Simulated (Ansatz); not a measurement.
## Abstraction of Br: AlBr3 + SiH(CH3)2 → AlBr2 + SiH(CH3)2Br

Species: AlBr3 (aluminum bromide) `[Br][Al]([Br])[Br]`, singlet; SiH(CH3)2, doublet; AlBr2 `[Br][Al][Br]`, doublet; SiH(CH3)2Br, singlet. A radical takes Br: the energy is the difference in strength between the Al–Br bond broken and the Si–Br bond made.

Shapes, held fixed at every level: PBE0-D4/def2-TZVP. Programs: Ansatz 0.2.0. The zero-point and thermal change to 298 K, harmonic and unscaled (PBE0-D4/def2-TZVP), is +2.4 kJ/mol.

```json
{"level": "HF/def2-SVP", "kind": "Hartree–Fock", "ΔH(298 K) (kJ/mol)": "+13.0", "less CCSD(T)/def2-TZVPP": "+11.2"}
{"level": "r2SCAN-D4/def2-TZVPP", "kind": "meta-GGA", "ΔH(298 K) (kJ/mol)": "-1.1", "less CCSD(T)/def2-TZVPP": "-2.9"}
{"level": "wB97M-V/def2-TZVPP", "kind": "range-separated hybrid", "ΔH(298 K) (kJ/mol)": "-5.9", "less CCSD(T)/def2-TZVPP": "-7.7"}
{"level": "MP2/def2-SVP", "kind": "perturbation theory", "ΔH(298 K) (kJ/mol)": "+11.9", "less CCSD(T)/def2-TZVPP": "+10.1"}
{"level": "MP2/def2-TZVPP", "kind": "perturbation theory", "ΔH(298 K) (kJ/mol)": "-0.2", "less CCSD(T)/def2-TZVPP": "-2.0"}
{"level": "CCSD(T)/def2-SVP", "kind": "coupled cluster or CI", "ΔH(298 K) (kJ/mol)": "+13.6", "less CCSD(T)/def2-TZVPP": "+11.8"}
{"level": "CCSD(T)/def2-TZVPP", "kind": "coupled cluster or CI", "ΔH(298 K) (kJ/mol)": "+1.8", "less CCSD(T)/def2-TZVPP": "0.0"}
```

The highest level, CCSD(T)/def2-TZVPP, gives ΔH(298 K) = +1.8 kJ/mol; the levels span -5.9 to +13.6. That is about zero within the method's error. They disagree on the sign: 4 of 7 are positive. The column of differences is taken from that level and isn't an error. No measured value is set beside it here. Open shells run unrestricted unless RO is named. Relativity is left out for Br unless named. Correlated rows may include outer-core shells of Br, which these sets cover unevenly.
